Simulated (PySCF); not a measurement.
**From computed data to an observable: entropy of an ideal gas**

FGeHS, SMILES [SH][Ge][F] (connectivity only; charge and spin as stated), neutral, multiplicity 1.

The structure is a stationary point at B3LYP-D3(BJ)/def2-TZVP. The values are those of a single conformer.

PySCF 2.14.0 with B3LYP-D3(BJ)/def2-TZVP gives the harmonic wavenumbers 186, 360, 377, 643, 700, 2661 cm⁻¹ and the rotational temperatures 0.5516, 0.1772, 0.1341 K. The molar mass is 124.70 g/mol, the symmetry number 1, the spin multiplicity 1.

Problem. Work out the entropy at 298.15 K and 1 atm in the rigid-rotor, harmonic-oscillator model.

Solution. 
Translation (Sackur–Tetrode at 1 atm): S = R[1.5 ln M + 2.5 ln T − 1.16487] = 168.9 J/(mol K).
Rotation: q = (√π/σ) T^1.5/√(θA θB θC) = 79700, S = R[ln q + 3/2] = 106.3 J/(mol K).
Vibration: with u = 1.4388 ν/T, each mode gives R[u/(e^u − 1) − ln(1 − e^−u)]:
| ν (cm⁻¹) | modes | u | S (J/(mol K)) |
|---|---|---|---|
| 186 | 1 | 0.90 | 9.49 |
| 360 | 1 | 1.74 | 4.69 |
| 377 | 1 | 1.82 | 4.40 |
| 643 | 1 | 3.10 | 1.60 |
| 700 | 1 | 3.38 | 1.28 |
The stiffer modes add less than 0.005 each. Sum 21.5 J/(mol K).
Spin: R ln 1 = 0.0 J/(mol K).
Total 296.7 J/(mol K); the program's own thermochemistry gives 296.7. Translation makes up 57 % and vibration 7 %. Anharmonicity, hindered rotation and orbital degeneracy are left out.
